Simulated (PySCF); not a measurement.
C4H5Si, doublet (typed; the unrestricted solution is spin-contaminated), geometry from GFN2-xTB; R2SCAN/3-21G run with PySCF.

Input for PySCF:
```python
from pyscf import gto, scf, dft

mol = gto.Mole()
mol.atom = '''
    C     0.445914   -1.251631   -0.250161
    C    -0.854273   -1.187022   -0.476427
    C    -1.450411    0.135479   -0.235507
    C    -0.612098    1.093081    0.176771
    Si    1.146253    0.395681    0.320147
    H    -1.481545   -1.999804   -0.810576
    H    -2.511765    0.272484   -0.397747
    H    -0.948085    2.096591    0.381372
    H     2.077680    0.986420   -0.636471
    H     1.641373    0.365331    1.693311
'''
mol.basis = '3-21g'
mol.charge = 0
mol.spin = 1
mol.verbose = 4
mol.symmetry = True
mol.build()

mf = dft.UKS(mol)
mf.xc = 'r2scan'
mf.irrep_nelec = {"A'": (19, 17), 'A"': (3, 4)}
mf.kernel()
mf.analyze()
```

**Question.** Predict the main parts of the log of this PySCF run.

**Answer.** 
```
PySCF version 2.14.0

[INPUT] verbose = 4
[INPUT] num. atoms = 10
[INPUT] num. electrons = 43
[INPUT] charge = 0
[INPUT] spin (= nelec alpha-beta = 2S) = 1
[INPUT] symmetry True subgroup None
[INPUT] Mole.unit = angstrom
[INPUT] Symbol           X                Y                Z      unit          X                Y                Z       unit  Magmom
[...]
nuclear repulsion = 191.649521376373
point group symmetry = Cs
symmetry origin: [-3.51576953e-07 -8.78942383e-08  1.31841358e-07]
symmetry axis x: [ 0.40933589 -0.89776454 -0.16267441]
symmetry axis y: [0.89483961 0.36023553 0.26361416]
symmetry axis z: [ 0.17806234  0.25347424 -0.95081261]
num. orbitals of irrep A' = 46
num. orbitals of irrep A" = 13
number of shells = 37
number of NR pGTOs = 102
number of NR cGTOs = 59
basis = 3-21g
ecp = {}

******** <class 'pyscf.dft.uks_symm.SymAdaptedUKS'> ********
method = SymAdaptedUKS
initial guess = minao
damping factor = 0
level_shift factor = 0
DIIS = <class 'pyscf.scf.diis.CDIIS'>
diis_start_cycle = 1
diis_space = 8
diis_damp = 0
SCF conv_tol = 1e-09
SCF conv_tol_grad = None
SCF max_cycles = 50
direct_scf = True
direct_scf_tol = 1e-13
number electrons alpha = 22  beta = 21
irrep_nelec {"A'": (19, 17), 'A"': (3, 4)}
XC library pyscf.dft.libxc version 7.1.2
    S. Lehtola, C. Steigemann, M. J. T. Oliveira, and M. A. L. Marques,  SoftwareX 7, 1–5 (2018)
XC functionals = r2scan
    J. W. Furness, A. D. Kaplan, J. Ning, J. P. Perdew, and J. Sun,  J. Phys. Chem. Lett. 11, 8208–8215 (2020)
    J. W. Furness, A. D. Kaplan, J. Ning, J. P. Perdew, and J. Sun,  J. Phys. Chem. Lett. 11, 9248–9248 (2020)
    J. W. Furness, A. D. Kaplan, J. Ning, J. P. Perdew, and J. Sun,  J. Phys. Chem. Lett. 11, 8208–8215 (2020)
    J. W. Furness, A. D. Kaplan, J. Ning, J. P. Perdew, and J. Sun,  J. Phys. Chem. Lett. 11, 9248–9248 (2020)
radial grids:
    Treutler-Ahlrichs [JCP 102, 346 (1995); DOI:10.1063/1.469408] (M4) radial grids

becke partition: Becke, JCP 88, 2547 (1988); DOI:10.1063/1.454033
pruning grids: <function nwchem_prune>
grids dens level: 3
symmetrized grids: True
atomic radii adjust function: <function treutler_atomic_radii_adjust>
small_rho_cutoff = 0
Freeze 43 electrons in irreps ["A'", 'A"']
    0 free electrons in irreps
Set gradient conv threshold to 3.16228e-05
tot grids = 124696
init E= -442.509649103185

cycle= 1 E= -442.003352958594  delta_E= 0.506  |g|= 0.15  |ddm|= 3.75

cycle= 2 E= -441.994508302516  delta_E= 0.00884  |g|= 0.209  |ddm|= 1.07

cycle= 3 E= -442.023938537534  delta_E= -0.0294  |g|= 0.0625  |ddm|= 0.696

cycle= 4 E= -442.025704185642  delta_E= -0.00177  |g|= 0.033  |ddm|= 0.284

cycle= 5 E= -442.026374784773  delta_E= -0.000671  |g|= 0.0153  |ddm|= 0.119

cycle= 6 E= -442.026541442966  delta_E= -0.000167  |g|= 0.00247  |ddm|= 0.0511

cycle= 7 E= -442.026548492164  delta_E= -7.05e-06  |g|= 0.00131  |ddm|= 0.00991

cycle= 8 E= -442.026550013536  delta_E= -1.52e-06  |g|= 0.000712  |ddm|= 0.00793

cycle= 9 E= -442.026550382722  delta_E= -3.69e-07  |g|= 0.000279  |ddm|= 0.00198

cycle= 10 E= -442.026550450493  delta_E= -6.78e-08  |g|= 0.000104  |ddm|= 0.00148

cycle= 11 E= -442.026550458979  delta_E= -8.49e-09  |g|= 4.56e-05  |ddm|= 0.000582

cycle= 12 E= -442.026550460848  delta_E= -1.87e-09  |g|= 1.78e-05  |ddm|= 0.000189

cycle= 13 E= -442.026550461007  delta_E= -1.59e-10  |g|= 1.37e-05  |ddm|= 0.000137

Extra cycle  E= -442.026550460444  delta_E= 5.64e-10  |g|= 3.21e-05  |ddm|= 0.000141
converged SCF energy = -442.026550460444  <S^2> = 1.759132  2S+1 = 2.834877
**** SCF Summaries ****
Total Energy =                        -442.026550460443559
Nuclear Repulsion Energy =             191.649521376372803
One-electron Energy =                 -984.886730362933690
Two-electron Energy =                  351.210658526117356
Two-electron Coulomb Energy =          395.336007753880892
DFT Exchange-Correlation Energy =      -44.125349227763529
Wave-function symmetry = A"
alpha occupancy for each irrep:     A'   A"
                                    19    3
beta  occupancy for each irrep:     A'   A"
                                    17    4
**** MO energy ****
alpha MO #1 (A' #1), energy= -65.3324338288858 occ= 1
alpha MO #2 (A' #2), energy= -10.0761046533053 occ= 1
alpha MO #3 (A' #3), energy= -10.0647340622601 occ= 1
alpha MO #4 (A' #4), energy= -10.061365049556 occ= 1
alpha MO #5 (A' #5), energy= -10.0395824729393 occ= 1
alpha MO #6 (A' #6), energy= -5.1488490887872 occ= 1
alpha MO #7 (A' #7), energy= -3.49206242262951 occ= 1
alpha MO #8 (A" #1), energy= -3.48963918518982 occ= 1
alpha MO #9 (A' #8), energy= -3.48944075678411 occ= 1
alpha MO #10 (A' #9), energy= -0.86721027517101 occ= 1
alpha MO #11 (A' #10), energy= -0.744250096893907 occ= 1
alpha MO #12 (A' #11), energy= -0.633074569611127 occ= 1
alpha MO #13 (A' #12), energy= -0.537550012391694 occ= 1
alpha MO #14 (A' #13), energy= -0.501556982920191 occ= 1
alpha MO #15 (A' #14), energy= -0.485100890843036 occ= 1
alpha MO #16 (A' #15), energy= -0.421080742304141 occ= 1
alpha MO #17 (A" #2), energy= -0.375212195453366 occ= 1
alpha MO #18 (A' #16), energy= -0.349431240733375 occ= 1
alpha MO #19 (A' #17), energy= -0.315845678624751 occ= 1
alpha MO #20 (A" #3), energy= -0.30308748568259 occ= 1
alpha MO #21 (A' #18), energy= -0.262391884242466 occ= 1
alpha MO #22 (A' #19), energy= 0.00403215536197088 occ= 1
alpha MO #23 (A" #4), energy= -0.244881582035693 occ= 0
alpha MO #24 (A" #5), energy= -0.0953262904946428 occ= 0
alpha MO #25 (A" #6), energy= 0.02430616112047 occ= 0
alpha MO #26 (A' #20), energy= 0.0728438265706755 occ= 0
alpha MO #27 (A' #21), energy= 0.0888564248173844 occ= 0
alpha MO #28 (A' #22), energy= 0.134904790338936 occ= 0
alpha MO #29 (A' #23), energy= 0.155357969588244 occ= 0
alpha MO #30 (A" #7), energy= 0.175230413175689 occ= 0
alpha MO #31 (A' #24), energy= 0.183698592239683 occ= 0
alpha MO #32 (A' #25), energy= 0.253470986465376 occ= 0
alpha MO #33 (A' #26), energy= 0.26466230367481 occ= 0
alpha MO #34 (A" #8), energy= 0.322262537808563 occ= 0
alpha MO #35 (A' #27), energy= 0.324497775851697 occ= 0
alpha MO #36 (A' #28), energy= 0.411948402632448 occ= 0
alpha MO #37 (A' #29), energy= 0.426839174107051 occ= 0
alpha MO #38 (A' #30), energy= 0.450069726692468 occ= 0
alpha MO #39 (A' #31), energy= 0.638752266200138 occ= 0
alpha MO #40 (A' #32), energy= 0.670003084724953 occ= 0
alpha MO #41 (A' #33), energy= 0.692155707294001 occ= 0
alpha MO #42 (A" #9), energy= 0.713246826506272 occ= 0
alpha MO #43 (A" #10), energy= 0.747282971359998 occ= 0
alpha MO #44 (A' #34), energy= 0.771217826302086 occ= 0
alpha MO #45 (A" #11), energy= 0.811181894029615 occ= 0
alpha MO #46 (A' #35), energy= 0.843225133140509 occ= 0
alpha MO #47 (A" #12), energy= 0.871002084081033 occ= 0
alpha MO #48 (A' #36), energy= 0.964176795114943 occ= 0
alpha MO #49 (A' #37), energy= 0.98486811077978 occ= 0
alpha MO #50 (A' #38), energy= 1.04731314601462 occ= 0
alpha MO #51 (A' #39), energy= 1.06337518440234 occ= 0
alpha MO #52 (A' #40), energy= 1.14732685366152 occ= 0
alpha MO #53 (A" #13), energy= 1.19174284992564 occ= 0
alpha MO #54 (A' #41), energy= 1.30998393238824 occ= 0
alpha MO #55 (A' #42), energy= 1.36673996494124 occ= 0
alpha MO #56 (A' #43), energy= 1.43661104240957 occ= 0
alpha MO #57 (A' #44), energy= 1.52316650188648 occ= 0
alpha MO #58 (A' #45), energy= 1.80615959043957 occ= 0
alpha MO #59 (A' #46), energy= 1.86417789291976 occ= 0
beta  MO #1 (A' #1), energy= -65.3305670314306 occ= 1
beta  MO #2 (A' #2), energy= -10.0761060393507 occ= 1
beta  MO #3 (A' #3), energy= -10.0648746149189 occ= 1
beta  MO #4 (A' #4), energy= -10.0512405326749 occ= 1
beta  MO #5 (A' #5), energy= -10.0437317490534 occ= 1
beta  MO #6 (A' #6), energy= -5.14700587812222 occ= 1
beta  MO #7 (A' #7), energy= -3.49019580384756 occ= 1
beta  MO #8 (A" #1), energy= -3.4881771557616 occ= 1
beta  MO #9 (A' #8), energy= -3.48465758753735 occ= 1
beta  MO #10 (A' #9), energy= -0.872289698822967 occ= 1
beta  MO #11 (A' #10), energy= -0.7534121910726 occ= 1
beta  MO #12 (A' #11), energy= -0.630003776851672 occ= 1
beta  MO #13 (A' #12), energy= -0.535395226805791 occ= 1
beta  MO #14 (A' #13), energy= -0.491492511543184 occ= 1
beta  MO #15 (A' #14), energy= -0.472573937007411 occ= 1
beta  MO #16 (A' #15), energy= -0.415584797734642 occ= 1
beta  MO #17 (A" #2), energy= -0.401309940134384 occ= 1
beta  MO #18 (A' #16), energy= -0.325894290667594 occ= 1
beta  MO #19 (A' #17), energy= -0.308838687141551 occ= 1
beta  MO #20 (A" #3), energy= -0.302486946162127 occ= 1
beta  MO #21 (A" #4), energy= -0.287895692411583 occ= 1
beta  MO #22 (A' #18), energy= -0.137361398316483 occ= 0
beta  MO #23 (A" #5), energy= -0.122916365817965 occ= 0
beta  MO #24 (A" #6), energy= -0.00459413508818463 occ= 0
beta  MO #25 (A' #19), energy= 0.0757925564746975 occ= 0
beta  MO #26 (A' #20), energy= 0.0976537771170769 occ= 0
beta  MO #27 (A' #21), energy= 0.102292461733267 occ= 0
beta  MO #28 (A' #22), energy= 0.14522765767311 occ= 0
beta  MO #29 (A' #23), energy= 0.162935770019333 occ= 0
beta  MO #30 (A" #7), energy= 0.180322109984671 occ= 0
beta  MO #31 (A' #24), energy= 0.197909660716791 occ= 0
beta  MO #32 (A' #25), energy= 0.263970476586245 occ= 0
beta  MO #33 (A' #26), energy= 0.280874061388504 occ= 0
beta  MO #34 (A" #8), energy= 0.333804996216232 occ= 0
beta  MO #35 (A' #27), energy= 0.366707347625626 occ= 0
beta  MO #36 (A' #28), energy= 0.422280781049865 occ= 0
beta  MO #37 (A' #29), energy= 0.455882622223388 occ= 0
beta  MO #38 (A' #30), energy= 0.471598596258849 occ= 0
beta  MO #39 (A' #31), energy= 0.641793754073403 occ= 0
beta  MO #40 (A' #32), energy= 0.678202324670068 occ= 0
beta  MO #41 (A" #9), energy= 0.698601216298932 occ= 0
beta  MO #42 (A" #10), energy= 0.725264236543522 occ= 0
beta  MO #43 (A' #33), energy= 0.744190974236159 occ= 0
beta  MO #44 (A' #34), energy= 0.792186584163646 occ= 0
beta  MO #45 (A" #11), energy= 0.794421074449318 occ= 0
beta  MO #46 (A" #12), energy= 0.861677178765506 occ= 0
beta  MO #47 (A' #35), energy= 0.895049660997919 occ= 0
beta  MO #48 (A' #36), energy= 0.975435351416994 occ= 0
beta  MO #49 (A' #37), energy= 0.996228842192683 occ= 0
beta  MO #50 (A' #38), energy= 1.0604895010541 occ= 0
beta  MO #51 (A' #39), energy= 1.07690065696747 occ= 0
beta  MO #52 (A' #40), energy= 1.13628738820453 occ= 0
beta  MO #53 (A" #13), energy= 1.17368888600453 occ= 0
beta  MO #54 (A' #41), energy= 1.31361679174215 occ= 0
beta  MO #55 (A' #42), energy= 1.37117934140885 occ= 0
beta  MO #56 (A' #43), energy= 1.44230213606443 occ= 0
beta  MO #57 (A' #44), energy= 1.52020777974402 occ= 0
beta  MO #58 (A' #45), energy= 1.81954889112714 occ= 0
beta  MO #59 (A' #46), energy= 1.86224171493188 occ= 0
 ** Mulliken pop alpha/beta on meta-lowdin orthogonal AOs **
 ** Mulliken pop       alpha | beta **
In total            22.00000 | 21.00000
 ** Mulliken atomic charges   ( Nelec_alpha | Nelec_beta ) **
charge of  0C =     -0.07864  (     3.41381      2.66483 )
charge of  1C =     -0.08635  (     2.92618      3.16017 )
charge of  2C =     -0.02326  (     2.98673      3.03654 )
charge of  3C =     -0.20150  (     2.94753      3.25397 )
charge of  4Si =      0.02021  (     7.39696      6.58283 )
charge of  5H =      0.13613  (     0.45588      0.40799 )
charge of  6H =      0.11992  (     0.45032      0.42976 )
charge of  7H =      0.14554  (     0.43487      0.41959 )
charge of  8H =     -0.01602  (     0.49386      0.52216 )
charge of  9H =     -0.01602  (     0.49386      0.52216 )
Dipole moment(X, Y, Z, Debye): -5.51428, -0.97113, -1.29157
```
